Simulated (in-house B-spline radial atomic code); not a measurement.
A fraction x of an electron is removed from 3d in the niobium ion Nb⁴⁺, starting from [Kr] 4d1 and keeping the highest spin. Computed with a radial B-spline atomic code at the basis-set limit: non-relativistic PBEsol, spin-polarised, spherical fractional occupations, point nucleus.

```
   x  E(x) - E(0) (eV)  3d down level (eV)
   0            0.0000            -246.619
0.08           19.8473            -249.566
0.14           34.8878            -251.785
0.27           67.9336            -256.618
0.39           98.9971            -261.112
 0.5                 ?                   ?
0.59          151.9735            -268.666
0.71                 ?                   ?
0.79          206.4687            -276.300
0.88          231.4914            -279.762
   1          265.3409            -284.402
```

What belongs in the row x = 0.5?

An energy change of 127.9471 eV; 3d down at -265.256 eV.

What belongs in the row x = 0.71?

An energy change of 184.4873 eV; 3d down at -273.237 eV.

Check Janak's theorem between x = 0.08 and 0.14.

The slope of the energy is 250.67 eV; the orbital levels give 250.68 eV (-ε of the emptying orbital, averaged over the two points).
